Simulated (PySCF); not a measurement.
C4H3O2P: core ionisation energies

Species: C4H3O2P.
SMILES with atom numbers: `[O:1]=[CH:2][c:3]1[cH:4][o:5][cH:6][p:7]1`

Method used: PySCF 2.14.0, delta-SCF UKS SCAN, pcX-2 on the ionised atom, pcseg-1 elsewhere, spin-free X2C. Each binding energy is the total energy of the core-ionised species, with the hole localised on one atom, minus that of the ground state; both are solved self-consistently, so orbital relaxation is included.

Question: Give the core binding energies atom by atom.

Answer: 
```json
{"atom(s)": "P7", "bonded to": "2 C (aromatic in the SMILES)", "level": "P 2p3/2", "binding energy (eV)": "136.72", "2p1/2 (eV)": "137.61", "above the level's lowest (eV)": "0.00", "count": "1"}
{"atom(s)": "C3", "bonded to": "C (aromatic in the SMILES), C and P (aromatic in the SMILES)", "level": "C 1s", "binding energy (eV)": "290.88", "2p1/2 (eV)": "–", "above the level's lowest (eV)": "0.00", "count": "1"}
{"atom(s)": "C6", "bonded to": "O (aromatic in the SMILES), H and P (aromatic in the SMILES)", "level": "C 1s", "binding energy (eV)": "292.08", "2p1/2 (eV)": "–", "above the level's lowest (eV)": "+1.20", "count": "1"}
{"atom(s)": "C4", "bonded to": "O (aromatic in the SMILES), C (aromatic in the SMILES) and H", "level": "C 1s", "binding energy (eV)": "292.49", "2p1/2 (eV)": "–", "above the level's lowest (eV)": "+1.61", "count": "1"}
{"atom(s)": "C2", "bonded to": "O (double bond), C and H", "level": "C 1s", "binding energy (eV)": "293.46", "2p1/2 (eV)": "–", "above the level's lowest (eV)": "+2.58", "count": "1"}
{"atom(s)": "O1", "bonded to": "C (double bond)", "level": "O 1s", "binding energy (eV)": "537.60", "2p1/2 (eV)": "–", "above the level's lowest (eV)": "0.00", "count": "1"}
{"atom(s)": "O5", "bonded to": "2 C (aromatic in the SMILES)", "level": "O 1s", "binding energy (eV)": "541.03", "2p1/2 (eV)": "–", "above the level's lowest (eV)": "+3.43", "count": "1"}
{"atom(s)": "P7", "bonded to": "2 C (aromatic in the SMILES)", "level": "P 1s", "binding energy (eV)": "2150.25", "2p1/2 (eV)": "–", "above the level's lowest (eV)": "0.00", "count": "1"}
```

The listed C 1s values span 2.58 eV, from C3 (bonded to C (aromatic in the SMILES), C and P (aromatic in the SMILES)) to C2 (bonded to O (double bond), C and H). The widest gap between neighbouring values is 1.20 eV, between 290.88 and 292.08 eV. Summing the Pauling electronegativity differences to the bonded atoms, each weighted by its formal bond order, gives -0.54 for the lowest site and +1.43 for the highest; no listed site has a larger sum than the highest.

Lowest listed O 1s: O1, bonded to C (double bond). Highest, 3.43 eV above it: O5, bonded to 2 C (aromatic in the SMILES). Summing the Pauling electronegativity differences to the bonded atoms, each weighted by its formal bond order, gives -1.78 for the lowest site and -2.67 for the highest; the largest sum, -1.78, belongs to O1, 3.43 eV below the top. The smallest sum, -2.67, belongs to O5, 3.43 eV above the lowest.

Question: Which effective nuclear charge Zeff reproduces each element's mean 1s value in the hydrogen-like formula E = 13.606 eV × Zeff²?

Answer: C (Z = 6): mean 292.2 eV, Zeff = 4.63, Z − Zeff = 1.37; O (Z = 8): mean 539.3 eV, Zeff = 6.30, Z − Zeff = 1.70; P (Z = 15): mean 2150.3 eV, Zeff = 12.57, Z − Zeff = 2.43. Means run over the listed sites, weighted by atom count.

For 2p shells one spin-free hole was relaxed; a mean-field spin–orbit operator and the ground-state splitting of the three 2p orbitals were then diagonalised within the shell. The shell's mean is (2 × 2p3/2 + 2p1/2)/3, and the degeneracies 2j + 1 give areas of 2:1. 2p1/2 minus 2p3/2 (ligand field included): P 0.89 eV. One conformer (not necessarily the lowest) at the GFN2-xTB geometry, without solvent, vibrations or thermal averaging.

The run took 79 s of wall time on one thread, Arm Neoverse V1 (aarch64), on a shared host, and the process peaked at 0.65 GiB of memory.

Conformer computed: `[O:1]=[CH:2][c:3]1[cH:4][o:5][cH:6][p:7]1`: O1–C2–C3–C4 0°.
